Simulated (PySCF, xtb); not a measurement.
HOSn, SMILES [OH+]=[Sn] (connectivity only; charge and spin as stated), charge +1, multiplicity 1.

Harmonic wavenumbers (cm⁻¹) from GFN2-xTB run with xtb at its own minimum, in rising order: 481, 481, 486, 3343.

Problem. What does PySCF with B3LYP-D3(BJ)/def2-TZVP give at its own minimum? (Estimate from the structure and the level; the computed values follow.)

Solution. 101, 101, 747, 3824. Paired by order, the mean absolute difference is 375 cm⁻¹ and the zero-point energies are 6.8 and 6.8 kcal/mol.
